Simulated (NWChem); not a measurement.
Species: hydronium (H3O cation); SMILES [OH3+]

```xyz
4

O      0.0000     0.0000     0.0788
H      0.6693     0.6693    -0.2074
H      0.2450    -0.9143    -0.2074
H     -0.9143     0.2450    -0.2074
```
Atoms are numbered in this order, from 1.

Program: NWChem. Pople sets run with spherical d functions. Coordinates come from a B3LYP/6-31G* (spherical d) optimisation. GIAO values for the isolated, static molecule; σ is the absolute isotropic shielding.

Question: Order these by “σ H2 (ppm)”, lowest first: PBE/IGLO-II; PBE/def2-SVP; PBE/pcSseg-2; PBE/6-31G*.

Answer: PBE/pcSseg-2 (23.90), PBE/def2-SVP (24.37), PBE/IGLO-II (24.80), PBE/6-31G* (25.31)
